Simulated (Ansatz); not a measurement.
Consider the hydrogenolysis of a Ge–C bond: `C[O][Ge]([CH3])([OH])[OH]` + H₂ → `C[O][GeH]([OH])[OH]` + CH₄.

Calculated with Ansatz (gas phase, PBE0-D4/def2-TZVP geometries, no zero-point term in ΔE). CCSD(T)/CBS adds triple-zeta CCSD(T) − MP2 to the extrapolated MP2 energy (def2 sets, frozen cores). This one scheme is used for every species. Functionals use def2-TZVPP. For Ge outer-core shells are correlated without core-valence functions, which leaves a few kJ/mol of doubt a bond. Scalar relativity is left out up to krypton. One conformer a species, not always the lowest.

```json
{"level": "PBE-D4", "ΔE (kJ/mol)": "-21.0", "difference from CCSD(T)/CBS": "-2.6"}
{"level": "r2SCAN-D4", "ΔE (kJ/mol)": "-21.3", "difference from CCSD(T)/CBS": "-2.9"}
{"level": "ωB97M-V", "ΔE (kJ/mol)": "-21.9", "difference from CCSD(T)/CBS": "-3.5"}
{"level": "PBE", "ΔE (kJ/mol)": "-27.4", "difference from CCSD(T)/CBS": "-9.0"}
{"level": "r2SCAN", "ΔE (kJ/mol)": "-23.2", "difference from CCSD(T)/CBS": "-4.8"}
{"level": "SCS-MP2/def2-TZVPP", "ΔE (kJ/mol)": "-21.2", "difference from CCSD(T)/CBS": "-2.8"}
{"level": "CCSD/def2-TZVPP", "ΔE (kJ/mol)": "-23.6", "difference from CCSD(T)/CBS": "-5.2"}
{"level": "CCSD(T)/def2-TZVPP", "ΔE (kJ/mol)": "-19.5", "difference from CCSD(T)/CBS": "-1.1"}
{"level": "SCS-MP2/def2-QZVPP", "ΔE (kJ/mol)": "-20.9", "difference from CCSD(T)/CBS": "-2.5"}
{"level": "MP2/CBS(def2)", "ΔE (kJ/mol)": "-13.7", "difference from CCSD(T)/CBS": "4.7"}
{"level": "CCSD(T)/CBS", "ΔE (kJ/mol)": "-18.4", "difference from CCSD(T)/CBS": "0"}
```

Largest T1 diagnostic among the species: 0.012.

The D4 term adds +10.1 kJ/mol with B3LYP and +5.7 kJ/mol with PBE0; it sums over pairs of atoms, weighted by their polarisabilities, and B3LYP, whose exchange is more repulsive, gets the larger term. In def2-TZVPP, CCSD(T) changes the Hartree–Fock value by +24.7 kJ/mol (the triples alone add +4.1 kJ/mol) and MP2 by +29.4 kJ/mol.

B3LYP here is the variant with VWN-RPA as its local correlation; programs differ in this.
